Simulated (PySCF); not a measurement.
Stepwise substitution at one centre (Sn Cl-C2H5). All species are isolated molecules in the gas phase. One relaxed conformer stands for each flexible species; it need not be the lowest. Strings in code marks are SMILES.

The T1 excitation (TDA) from two functionals at the same geometries (PBE0-D3(BJ)/def2-SVP), both in PySCF: PBE-D3(BJ)/def2-TZVP and PBE0-D3(BJ)/def2-TZVP. Excitations are Tamm–Dancoff values on a coarser integration grid. The basis has no diffuse functions, so Rydberg states are missing or too high.

```csv
species,PBE-D3(BJ)/def2-TZVP (eV),PBE0-D3(BJ)/def2-TZVP (eV)
1 of 4 Cl replaced by C2H5,4.15,4.66
"2 of 4 Cl replaced by C2H5 (`C[CH2][Sn]([Cl])([Cl])[CH2]C` (C–C–Sn–Cl torsion 56°, Cl–Sn–C–C torsion -56°))",4.60,5.10
4 of 4 Cl replaced by C2H5 (`[CH2]([Sn]([CH2]C)([CH2]C)[CH2]C)C`),5.48,6.06
```

Over these rows, drawn at random from the members with no instability flagged (it was tested for open shells, ions and some series alone), PBE minus PBE0-D3(BJ): mean -0.53 eV, from -0.58 eV to -0.49 eV.
